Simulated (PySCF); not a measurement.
Compound: ClGeH4P.
Bonds: P1–Ge2, Ge2–Cl3. Hydrogens: H4, H5 on P1; H6, H7 on Ge2.

Theory: EOM-IP-CCSD/aug-cc-pVDZ in PySCF, restricted Hartree–Fock reference, frozen core, non-relativistic, gas phase, PBE0-D3(BJ)/def2-SVP geometry.

Hartree–Fock orbital energies give these Koopmans values (eV): HOMO 10.34, HOMO-1 12.04, HOMO-2 12.10, HOMO-3 13.08, HOMO-4 13.75, HOMO-5 13.99, HOMO-6 14.94, HOMO-7 19.35.

Problem. What vertical ionisation energies does EOM-IP-CCSD give?

Solution. 
```tsv
leading hole (HF orbital)	Koopmans (eV)	EOM-IP-CCSD (eV)	change (eV)	one-hole share
HOMO	10.34	9.89	-0.45	0.95
HOMO-1	12.04	11.15	-0.89	0.95
HOMO-2	12.10	11.38	-0.72	0.95
HOMO-3	13.08	12.22	-0.86	0.95
HOMO-4	13.75	12.87	-0.88	0.94
HOMO-5	13.99	13.13	-0.86	0.94
HOMO-6	14.94	14.05	-0.89	0.94
HOMO-7	19.35	17.61	-1.74	0.85
```

Problem. Does the order of the lines follow the orbital energies?

Solution. Yes, no two lines change places. The corrections run from -1.74 to -0.45 eV, with a mean of -0.91 eV over the 8 lines; no line lies above its Koopmans value. Koopmans values leave out both the relaxation of the orbitals and the change in correlation energy.

Problem. At what kinetic energies would He I light (21.22 eV) eject these electrons?

Solution. 11.33 eV (HOMO), 10.07 eV (HOMO-1), 9.84 eV (HOMO-2), 9.00 eV (HOMO-3), 8.35 eV (HOMO-4), 8.09 eV (HOMO-5), 7.17 eV (HOMO-6), 3.61 eV (HOMO-7).

One root was sought for each valence orbital with −ε under 21 eV, eight at most, so deeper holes and satellites are missing; no vibrational structure.

Time: 72 s of wall time; peak memory 1.4 GiB. Hardware: one thread, Intel Xeon Platinum 8488C (x86_64), no GPU (shared host).

Conformer computed: `[PH2:1][GeH2:2][Cl:3]`: H–P1–Ge2–Cl3 -49°, H–P1–Ge2–Cl3 45°.

One conformer stands for the species.
